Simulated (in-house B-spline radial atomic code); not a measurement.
RPA and G0W0 for the nitrogen ion N⁵⁺, 1s2, as one setting changes: the share of exact exchange in the PBE hybrid start. A dash marks a level of low quasi-particle weight. Computed with an all-electron radial atomic-structure program (B-spline basis): all electrons, non-relativistic, point nucleus, each spin shell either full or empty, empty states to l = 9 with an (l + 1/2)⁻⁴ tail; G0W0 by contour deformation at full frequency.

Relativity, left out, deepens the 1s level by about Z⁴α²/8 hartree.

```tsv
share of exact exchange in the PBE hybrid start	mean-field level (eV)	G0W0 level (eV)	RPA correlation (Eh)
0	-511.05	1s -551.56	-0.090598
0.1	?	?	?
0.2	?	?	?
0.3	-523.64	1s -551.66	-0.088667
0.4	-527.84	1s -551.69	-0.088046
0.5	-532.05	1s -551.72	-0.087435
0.6	-536.26	1s -551.74	-0.086834
0.7	-540.47	1s -551.76	-0.086244
0.8	-544.68	1s -551.78	-0.085663
0.9	-548.90	1s -551.80	-0.085092
1	-553.12	1s -551.82	-0.08453
```

Task: What belongs in the row for 0.2?

Result: mean-field level (eV): -519.44; G0W0 level (eV): 1s -551.63; RPA correlation (Eh): -0.089299.

Task: What belongs in the row for 0.1?

Result: mean-field level (eV): -515.25; G0W0 level (eV): 1s -551.60; RPA correlation (Eh): -0.089943.

Task: At what share of exact exchange does G0W0 leave the highest level unchanged?

Result: Near 0.97, where the shift changes sign (-2.900 eV at 0.9, +1.305 eV at 1).
